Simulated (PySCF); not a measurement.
Input file for PySCF: R-HF/3-21G on H6NP (a complex).

```python
from pyscf import gto, scf, dft, mp
from pyscf.data.elements import chemcore

mol = gto.M(
    atom='''
    N    -0.06426243   -0.11648452    0.07645493
    H    -0.90630648   -0.68055080    0.07660414
    H    -0.34211261    0.83583316   -0.13135445
    H     0.52021951   -0.43874063   -0.68637640
    P    -0.08892114    0.44719329    3.25024254
    H     1.15657952    0.94731977    2.80238959
    H     0.27003795    0.51949106    4.62556233
    H     0.29869341   -0.90768121    3.12327460
    ''',
    basis='3-21g',
    charge=0, spin=0, verbose=3, max_memory=1800)
mf = scf.RHF(mol)
mf.conv_tol = 1e-8
mf.max_cycle = 100
mf.kernel()
if not mf.converged:
    mf = mf.newton().run(mf.mo_coeff, mf.mo_occ)
```

The log:

```
converged SCF energy = -396.580649454671
```

The calculation finished and met its thresholds.

Cost: roughly 0.11 core-seconds.
